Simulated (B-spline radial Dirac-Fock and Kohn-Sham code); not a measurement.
# How the settings move the core levels of Ru⁺

ΔSCF core binding energies without Breit or QED terms, calculated with an atomic code on a B-spline grid. Keys: rel is the Hamiltonian (dirac, or spin-free x2c and nr, where L3 and M5 stand for the whole 2p and 3d shells), method is hf or an exchange,correlation pair (spin-unpolarised, also for the hole states), nuc the nuclear model, radius_factor scales its radius, rmax is the box in bohr, h the logarithmic mesh step, order the B-spline order, points the quadrature points per cell, c_factor scales the speed of light, and damp, ndamp, maxit and tol steer the iteration. The run stops when the commutator error falls below 10·tol·max(1, Z/10), or the numerical noise floor, and the energy has settled to about 1e-8 Ha; the virial ratio is −V/T.

Base input:

```json
{"items": [{"Z": 44, "q": 1, "cfg": [[1, 0, 2], [2, 0, 2], [2, 1, 6], [3, 0, 2], [3, 1, 6], [3, 2, 10], [4, 0, 2], [4, 1, 6], [4, 2, 7]], "A": 102, "rrms": 4.4809, "do": "settings", "holes": ["K", "L3", "M5"],
  "settings": [{"rel": "dirac", "method": "hf", "nuc": "fermi", "radius_factor": 1.0, "rmax": 45.0, "h": 0.3, "order": 8, "points": 10, "c_factor": 1.0, "maxit": 60, "damp": 0.5, "ndamp": 3, "tol": 1e-08}]}]}
```

The ground state converged in 11 iterations, with total energy -4529.05095 Ha, virial ratio 1.96080 and highest orbital energy -17.66 eV. ΔSCF binding energies: K (1s) 22197.0 eV, L3 (2p3/2) 2859.9 eV, M5 (3d5/2) 296.0 eV.

Changes from the base run:

| changed setting | Δ total energy (Ha) | Δ K (eV) | Δ L3 (eV) | Δ M5 (eV) | iterations |
| --- | --- | --- | --- | --- | --- |
| c_factor = 0.9 | -21.96838 | +150.83 | -1.24 | -1.43 | 11 |
| h = 0.12 | -0.00001 | 0.00 | 0.00 | 0.00 | 10 |
| radius_factor = 0.8 | -0.02582 | +0.30 | 0.00 | 0.00 | 11 |
| rel = "x2c" | ? | ? | ? | ? | ? |
| tol = 1e-06 | 0.00000 | 0.00 | 0.00 | 0.00 | 9 |
| rel = "x2c"; c_factor = 0.9; tol = 1e-06 | -20.20757 | +130.85 | +50.34 | +0.74 | 9 |
| method = "b88,"; order = 5; damp = 0.0 | -0.53382 | +26.40 | -14.18 | -1.59 | 13 |

Problem. What does the change rel = "x2c" do?

Solution. The total energy moves by +1.31905 Ha and the binding energies by K -16.30 eV, L3 +41.45 eV, M5 +1.77 eV; the run takes 11 iterations.
